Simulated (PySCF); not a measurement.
Fill in the blanks.

Species: C3H6N2SSi.
Numbering: `[SiH3:1][NH:2][c:3]1[cH:4][n:5][s:6][cH:7]1` (hydrogens: H8, H9, H10 on Si1; H11 on N2; H12 on C4; H13 on C7)

Conformer (atom-mapped SMILES and torsion angles): `[SiH3:1][NH:2][c:3]1[cH:4][n:5][s:6][cH:7]1`: Si1–N2–C3–C4 0°.

```json
{"property": "point group of the GFN2-xTB geometry", "level": "GFN2-xTB", "value": "?"}
{"property": "rotational constants A, B, C of the GFN2-xTB geometry", "level": "GFN2-xTB", "value": "6.424, 0.960, 0.843 GHz"}
{"property": "dipole moment", "level": "CAM-B3LYP/def2-SVPD", "value": "?"}
{"property": "HOMO energy", "level": "CAM-B3LYP/def2-SVPD", "value": "-7.47 eV"}
{"property": "LUMO energy", "level": "CAM-B3LYP/def2-SVPD", "value": "0.22 eV"}
{"property": "lowest singlet excitation", "level": "TDDFT CAM-B3LYP/def2-SVPD", "value": "?"}
{"property": "lowest triplet excitation (Tamm–Dancoff)", "level": "TDA CAM-B3LYP/def2-SVPD", "value": "3.40 eV"}
{"property": "static isotropic polarisability", "level": "CAM-B3LYP/def2-SVPD", "value": "?"}
{"property": "electronic spatial extent ⟨r²⟩ about the centre of nuclear charge", "level": "CAM-B3LYP/def2-SVPD", "value": "?"}
```

Electronic properties: PySCF, gas phase, density fitting.

Q: What is the dipole moment?

A: 3.42 D.

Q: What is the point group of the GFN2-xTB geometry?

A: Cs.

Q: The static isotropic polarisability?

A: 92.5 au.

Q: Give the lowest singlet excitation.

A: 4.82 eV (257 nm, f = 0.138).

Q: The electronic spatial extent ⟨r²⟩ about the centre of nuclear charge?

A: 1296 bohr².

The vertical singlet–triplet gap S1 − T1 is 1.42 eV (TDDFT singlet less Tamm–Dancoff triplet; S1: HOMO→LUMO, weight 0.96; T1: HOMO→LUMO, weight 0.92). In atomic units the dipole is 1.34 e·bohr (1 au = 2.5417 D).

One conformer stands for the species.
